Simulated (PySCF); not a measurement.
acetone (C3H6O), singlet, at a GFN2-xTB geometry; PBE0/6-31G** (PySCF).

PySCF was given this input:
```python
from pyscf import gto, scf, dft

mol = gto.Mole()
mol.atom = '''
    O    -0.002024    0.005028    1.401633
    C    -0.000286    0.000711    0.198193
    C    -0.005986    1.265969   -0.624218
    C     0.007775   -1.270415   -0.615100
    H     0.000188    2.136724    0.025693
    H    -0.000284   -2.136485    0.041021
    H    -0.892406    1.290813   -1.254203
    H     0.867702    1.289622   -1.271639
    H     0.896010   -1.299769   -1.242328
    H    -0.864040   -1.298721   -1.264854
'''
mol.basis = '6-31g**'
mol.charge = 0
mol.spin = 0
mol.verbose = 4
mol.build()

mf = dft.RKS(mol)
mf.xc = 'pbe0'
mf.kernel()
mf.analyze()
```

### Question
What does PySCF print? Leave out banner, timings and long lists.

### Answer

```
PySCF version 2.14.0

[INPUT] verbose = 4
[INPUT] num. atoms = 10
[INPUT] num. electrons = 32
[INPUT] charge = 0
[INPUT] spin (= nelec alpha-beta = 2S) = 0
[INPUT] symmetry False subgroup None
[INPUT] Mole.unit = angstrom
[INPUT] Symbol           X                Y                Z      unit          X                Y                Z       unit  Magmom
[INPUT]  1 O     -0.002024000000   0.005028000000   1.401633000000 AA   -0.003824805676   0.009501542954   2.648702497153 Bohr   0.0
[INPUT]  2 C     -0.000286000000   0.000711000000   0.198193000000 AA   -0.000540461672   0.001343595275   0.374530489806 Bohr   0.0
[INPUT]  3 C     -0.005986000000   1.265969000000  -0.624218000000 AA   -0.011311900582   2.392334692190  -1.179601062024 Bohr   0.0
[INPUT]  4 C      0.007775000000  -1.270415000000  -0.615100000000 AA    0.014692620618  -2.400736414539  -1.162370539220 Bohr   0.0
[INPUT]  5 H      0.000188000000   2.136724000000   0.025693000000 AA    0.000355268511   4.037823163785   0.048552733318 Bohr   0.0
[INPUT]  6 H     -0.000284000000  -2.136485000000   0.041021000000 AA   -0.000536682219  -4.037371519241   0.077518455356 Bohr   0.0
[INPUT]  7 H     -0.892406000000   1.290813000000  -1.254203000000 AA   -1.686402931919   2.439283048028  -2.370100174608 Bohr   0.0
[INPUT]  8 H      0.867702000000   1.289622000000  -1.271639000000 AA    1.639719137737   2.437032384214  -2.403049439316 Bohr   0.0
[INPUT]  9 H      0.896010000000  -1.299769000000  -1.242328000000 AA    1.693213504872  -2.456207435200  -2.347659676879 Bohr   0.0
[INPUT] 10 H     -0.864040000000  -1.298721000000  -1.264854000000 AA   -1.632798960669  -2.454227002221  -2.390227647561 Bohr   0.0

nuclear repulsion = 120.019472557908
number of shells = 42
number of NR pGTOs = 150
number of NR cGTOs = 86
basis = 6-31g**
ecp = {}

******** <class 'pyscf.dft.rks.RKS'> ********
method = RKS
initial guess = minao
damping factor = 0
level_shift factor = 0
DIIS = <class 'pyscf.scf.diis.CDIIS'>
diis_start_cycle = 1
diis_space = 8
diis_damp = 0
SCF conv_tol = 1e-09
SCF conv_tol_grad = None
SCF max_cycles = 50
direct_scf = True
direct_scf_tol = 1e-13
XC library pyscf.dft.libxc version 7.1.2
    S. Lehtola, C. Steigemann, M. J. T. Oliveira, and M. A. L. Marques,  SoftwareX 7, 1–5 (2018)
XC functionals = pbe0
    C. Adamo and V. Barone,  J. Chem. Phys. 110, 6158 (1999)
    M. Ernzerhof and G. E. Scuseria,  J. Chem. Phys. 110, 5029 (1999)
radial grids:
    Treutler-Ahlrichs [JCP 102, 346 (1995); DOI:10.1063/1.469408] (M4) radial grids

becke partition: Becke, JCP 88, 2547 (1988); DOI:10.1063/1.454033
pruning grids: <function nwchem_prune>
grids dens level: 3
symmetrized grids: False
atomic radii adjust function: <function treutler_atomic_radii_adjust>
small_rho_cutoff = 0
Set gradient conv threshold to 3.16228e-05
Initial guess from minao.
tot grids = 115288
init E= -193.219300527218
  HOMO = -0.337238902313869  LUMO = -0.0882607419212236  gap/eV = 6.77504
cycle= 1 E= -192.800871375511  delta_E= 0.418  |g|= 0.782  |ddm|= 2.78
  HOMO = -0.0842303693932203  LUMO = 0.0733862917082728  gap/eV = 4.28897
cycle= 2 E= -192.457107556987  delta_E= 0.344  |g|= 1.53  |ddm|= 2.44
  HOMO = -0.240614249696488  LUMO = 0.0107851692987437  gap/eV = 6.84093
cycle= 3 E= -192.925235714124  delta_E= -0.468  |g|= 0.156  |ddm|= 1.84
  HOMO = -0.25555625722225  LUMO = -0.00252715511162904  gap/eV = 6.88527
cycle= 4 E= -192.931039535485  delta_E= -0.0058  |g|= 0.0421  |ddm|= 0.16
  HOMO = -0.254254819602151  LUMO = 0.000881855003027621  gap/eV = 6.94262
cycle= 5 E= -192.931453036241  delta_E= -0.000414  |g|= 0.00595  |ddm|= 0.0357
  HOMO = -0.253831407432701  LUMO = 0.00194741718729308  gap/eV = 6.96010
cycle= 6 E= -192.93145947341  delta_E= -6.44e-06  |g|= 0.00234  |ddm|= 0.00507
  HOMO = -0.254316185750506  LUMO = 0.00156585233982609  gap/eV = 6.96290
cycle= 7 E= -192.931460667571  delta_E= -1.19e-06  |g|= 0.000536  |ddm|= 0.0035
  HOMO = -0.254366627265211  LUMO = 0.00155970680975948  gap/eV = 6.96411
cycle= 8 E= -192.931460724601  delta_E= -5.7e-08  |g|= 3.6e-05  |ddm|= 0.000764
  HOMO = -0.254368389520187  LUMO = 0.00156040928627199  gap/eV = 6.96418
cycle= 9 E= -192.931460724875  delta_E= -2.74e-10  |g|= 8.53e-06  |ddm|= 5.17e-05
  HOMO = -0.254369168622304  LUMO = 0.00156057295051637  gap/eV = 6.96420
Extra cycle  E= -192.931460724866  delta_E= 8.64e-12  |g|= 1.12e-05  |ddm|= 1.62e-05
converged SCF energy = -192.931460724866
**** SCF Summaries ****
Total Energy =                        -192.931460724866440
Nuclear Repulsion Energy =             120.019472557908173
One-electron Energy =                 -498.607317580781000
Two-electron Energy =                  185.656384298006373
Two-electron Coulomb Energy =          212.561253293834227
DFT Exchange-Correlation Energy =      -26.904868995827862
HOMO-LUMO gap [eV] =                     6.964202991936862
**** MO energy ****
MO #1   energy= -19.2065635448896  occ= 2
MO #2   energy= -10.3177251720268  occ= 2
MO #3   energy= -10.2276077070738  occ= 2
MO #4   energy= -10.227571669424   occ= 2
MO #5   energy= -1.06983259848424  occ= 2
MO #6   energy= -0.794728427851233 occ= 2
MO #7   energy= -0.730595890938285 occ= 2
MO #8   energy= -0.546178096116216 occ= 2
MO #9   energy= -0.475817287507917 occ= 2
MO #10  energy= -0.471803860304427 occ= 2
MO #11  energy= -0.463555176123071 occ= 2
MO #12  energy= -0.415640289871581 occ= 2
MO #13  energy= -0.405224156600908 occ= 2
MO #14  energy= -0.386827205707838 occ= 2
MO #15  energy= -0.361191340602617 occ= 2
MO #16  energy= -0.254369168622304 occ= 2
MO #17  energy= 0.00156057295051637 occ= 0
MO #18  energy= 0.100974659376808  occ= 0
MO #19  energy= 0.149616885031064  occ= 0
MO #20  energy= 0.167754779043092  occ= 0
MO #21  energy= 0.174346985809426  occ= 0
MO #22  energy= 0.189975311082986  occ= 0
MO #23  energy= 0.197854579262455  occ= 0
MO #24  energy= 0.213374441821173  occ= 0
 ** Mulliken pop on meta-lowdin orthogonal AOs  **
 ** Mulliken pop  **
 ** Mulliken atomic charges  **
charge of    0O =     -0.39282
charge of    1C =      0.37680
charge of    2C =     -0.37702
charge of    3C =     -0.37702
charge of    4H =      0.13071
charge of    5H =      0.13071
charge of    6H =      0.12739
charge of    7H =      0.12693
charge of    8H =      0.12739
charge of    9H =      0.12693
Dipole moment(X, Y, Z, Debye):  0.00409, -0.01017, -2.83474
```
